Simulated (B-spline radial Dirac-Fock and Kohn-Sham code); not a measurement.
## What relativity does to the binding energies of Pm⁷⁺

System: the Pm⁷⁺ ion, 1s2 2s2 2p6 3s2 3p6 3d10 4s2 4p6 4d10 4f3 5s2 5p3.

Both columns are ΔSCF binding energies of the configuration average from a B-spline atomic structure program: non-relativistic Hartree-Fock with a point nucleus, and Dirac-Fock with a finite nucleus and the Coulomb interaction alone, averaged over the two j levels with weights 2j+1.

```
shell  Hartree-Fock (eV)  Dirac-Fock (eV)  shift (eV)  shift (%)
   1s            43057.6          45482.9    +2425.29      +5.63
   2s             6953.4           7570.6     +617.13      +8.88
   2p             6584.5           6776.9     +192.36      +2.92
   3s             1633.1           1774.6     +141.51      +8.67
   3p             1470.4           1518.3      +47.98      +3.26
   3d             1170.5           1156.7      -13.76      -1.18
   4s              423.0            455.7      +32.74      +7.74
   4d              243.0            239.4       -3.63      -1.50
   4f              113.8            109.2       -4.60      -4.04
   5s              130.8            137.4       +6.61      +5.05
   5p              111.6            113.3       +1.69      +1.52
```

Relativity binds 1s, 2s, 2p, 3s, 3p, 4s, 5s, 5p more strongly, among those listed most of all 2s in relative terms, and 3d, 4d, 4f more weakly, because the contracted s and p shells screen the nucleus better.

Values without a named source are computed, but for edge energies of neutral atoms, which are taken from tables.
